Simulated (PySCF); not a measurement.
Computed shifts of a molecule C₆H₁₉NSi₂, B3LYP/pcSseg-1 (PySCF), GIAO, gas phase, equivalent atoms averaged, in ppm (number of nuclei): ¹³C: 6.6 (2), 4.7 (2), 3.4 (2). ²⁹Si: 3.5 (2). ¹⁵N: 43.0 (1). ¹H: 0.47 (6), 0.38 (6), 0.33 (6), 0.01 (1). References: ¹³C against TMS (σ = 181.3 ppm); ²⁹Si against TMS (σ = 338.7 ppm); ¹⁵N against NH3 (σ = 265.5 ppm); ¹H against TMS (σ = 31.68 ppm), references at their B3LYP-D3(BJ)/def2-TZVP geometries, non-relativistic. The structure is a stationary point at B3LYP-D3(BJ)/def2-SVP. The values are those of a single conformer.

Task: Which structure fits?
A) CN(C)[SiH2]C[Si](C)(C)C
B) CN(C)[SiH2]CC[SiH](C)C
C) CN([SiH](C)C)[Si](C)(C)C
D) C[Si](C)(C)N[Si](C)(C)C

Result: D, C[Si](C)(C)N[Si](C)(C)C
